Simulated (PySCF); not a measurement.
Cards and structures have been mixed up. Pair them.

Structures:
1. `Fc1ccns1`
2. `CCOB(Cl)OCC`
3. `C1[CH2][AlH][C@@H](C2CC2)C1`
4. `C=C[SiH2]CC[SiH3]`
5. `[GeH3][CH]1CC1`

Card P (geometry PBE0-D3(BJ)/def2-SVP):
- Rotational constants A, B, C: 5.709, 3.233, 2.064 GHz
- Dipole moment (PBE0-D3(BJ)/def2-SVP): 1.64 D
- Point group: Cs

Card Q (geometry PBE0-D3(BJ)/def2-SVP):
- Rotational constants A, B, C: 2.123, 1.115, 0.817 GHz
- Static isotropic polarisability (B3LYP/def2-SVPD): 85.6 au
- 13C chemical shifts (computed TMS as zero) by class (GIAO B3LYP/pcSseg-1): 64.0 (2 C), 19.0 (2 C) ppm
- Isotropic shieldings of nuclei other than C and H, by class (GIAO B3LYP/pcSseg-1): 74 (1 B), 191 (2 O), 887 (1 Cl) ppm
- Lowest triplet excitation (Tamm–Dancoff) (TDA B3LYP/def2-SVPD): 7.28 eV
- Lowest singlet excitation (TDDFT B3LYP/def2-SVPD): 7.58 eV (164 nm, f = 0.004)

Card R (geometry PBE0-D3(BJ)/def2-SVP):
* Rotational constants A, B, C: 3.465, 1.058, 0.859 GHz
* Static isotropic polarisability (B3LYP/def2-SVPD): 107.8 au
* Point group: C1
* Isotropic shieldings of nuclei other than C and H, by class (GIAO PBE0/pcSseg-1): 245 (1 Al) ppm
* 13C chemical shifts (computed TMS as zero) by class (GIAO PBE0/pcSseg-1): 38.1 (1 C), 37.4 (1 C), 28.9 (1 C), 13.7 (1 C), 13.7 (1 C), 9.9 (1 C), 7.2 (1 C) ppm
* Strongest line among the 10 lowest singlet transitions (TDDFT B3LYP/def2-SVPD): S5 at 6.08 eV (204 nm, f = 0.039)
* Lowest singlet excitation (TDDFT B3LYP/def2-SVPD): 3.96 eV (313 nm, f = 0.001)

Card S (geometry PBE0-D3(BJ)/def2-SVP):
- Rotational constants A, B, C: 7.745, 0.692, 0.667 GHz
- Static isotropic polarisability (B3LYP/def2-SVPD): 109.0 au
- Dipole moment (B3LYP/def2-SVPD): 0.72 D
- Lowest singlet excitation (TDDFT B3LYP/def2-SVPD): 6.12 eV (203 nm, f = 0.140)
- Strongest line among the 10 lowest singlet transitions (TDDFT B3LYP/def2-SVPD): S5 at 7.18 eV (173 nm, f = 0.194)
- Isotropic shieldings of nuclei other than C and H, by class (GIAO KT3/pcSseg-1): 394 (1 Si), 426 (1 Si) ppm

Card T (geometry PBE0-D3(BJ)/def2-SVP):
- Rotational constants A, B, C: 13.845, 2.423, 2.317 GHz
- Static isotropic polarisability (CAM-B3LYP/def2-SVPD): 66.2 au
- Dipole moment (CAM-B3LYP/def2-SVPD): 0.77 D
- Strongest line among the 10 lowest singlet transitions (TDDFT CAM-B3LYP/def2-SVPD): S6 at 8.48 eV (146 nm, f = 0.187)
- Isotropic shieldings of nuclei other than C and H, by class (GIAO PBE/pcSseg-2): 1465 (1 Ge) ppm

Species are written as SMILES; each is one conformer at its optimised geometry, gas phase, non-relativistic unless stated; the electronic structure was computed with PySCF and density fitting. NMR classes are plain means over equivalent atoms (diastereotopic ones count apart unless rotation or inversion swaps them), as if these changed places fast.

Which card belongs to which structure?

P = 1, Q = 2, R = 3, S = 4, T = 5. What ties each card to its structure:
- 1 (card P), C3H2FNS, monoisotopic mass 103.0 u, 6 heavy atoms: an asymmetric top with C = 2.064 GHz; dipole 1.64 D.
- 2 (card Q), C4H10BClO2, monoisotopic mass 136.0 u, 8 heavy atoms: 4 C in 2 classes; the least shielded carbon (64.0 ppm) is an sp3 carbon bound to oxygen; an asymmetric top with C = 0.817 GHz; polarisability 85.6 au for 72 electrons.
- 3 (card R), C7H13Al, monoisotopic mass 124.1 u, 8 heavy atoms: 7 C in 7 classes; the least shielded carbon (38.1 ppm) is an sp3 CH carbon; an asymmetric top with C = 0.859 GHz; polarisability 107.8 au for 68 electrons.
- 4 (card S), C4H12Si2, monoisotopic mass 116.0 u, 6 heavy atoms: an asymmetric top with C = 0.667 GHz, the lowest such constant on the cards; polarisability 109.0 au for 64 electrons; dipole 0.72 D.
- 5 (card T), C3H8Ge, monoisotopic mass 118.0 u, 4 heavy atoms: an asymmetric top with C = 2.317 GHz, the highest such constant on the cards; polarisability 66.2 au for 58 electrons; dipole 0.77 D.
